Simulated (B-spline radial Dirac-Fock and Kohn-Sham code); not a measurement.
**Photoionisation of antimony ions at Mo Kα (17479.3 eV)**

Level of theory: independent-particle photoionisation in a Dirac-Hartree-Slater potential with a Latter tail, all multipoles, thresholds from Dirac-Fock ΔSCF; an atomic code on a B-spline grid. Cross sections in kb; a dash marks an empty subshell or a threshold above the photon energy.

```tsv
ion	configuration	total	2s	2p3/2	4p1/2	4d5/2	5p3/2
Sb⁺	[Kr] 4d10 5s2 5p2	6.309	2.12	1.83	0.0371	0.00614	0.00197
Sb³⁺	[Kr] 4d10 5s2	6.308	2.13	1.83	0.0372	0.00622	–
Sb⁵⁺	[Kr] 4d10	6.296	2.12	1.83	0.0374	0.00641	–
```

Values without a named source are computed, but for edge energies of neutral atoms, which are taken from tables.
